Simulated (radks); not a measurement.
Q: The mean radii <r> (bohr) of the occupied orbitals of an atom or ion are listed with their occupations. All-electron calculation, scalar-relativistic Kohn-Sham, Slater X-alpha with alpha = 0.689, spin-polarised, spherical densities, finite nucleus; Fermi nuclear charge, rms radius of each element as measured or else 0.836 A^(1/3) + 0.57 fm. Program: a radial shooting solver on a logarithmic mesh with Libxc functionals.

orbital  occ.     <r>
1s up       1  0.1773
1s down     1  0.1768
2s up       1  0.9581
2s down     1  0.9823
2p up       3  0.9652
2p down     1   1.019

Name the element and its charge. Open shells, if any, are filled with parallel spins first.

A: Z = 9, fluorine, charge +1: F+ in [He] 2s2 2p4. The 1s radius gives Z: for a bare nucleus <r> = (2 gamma + 1)/(2Z) with gamma = sqrt(1 - (Z/c)^2), 0.1664 bohr for Z = 9, and screening makes it slightly larger (0.1773 here). The occupations add up to 8, and the charge is Z minus that.
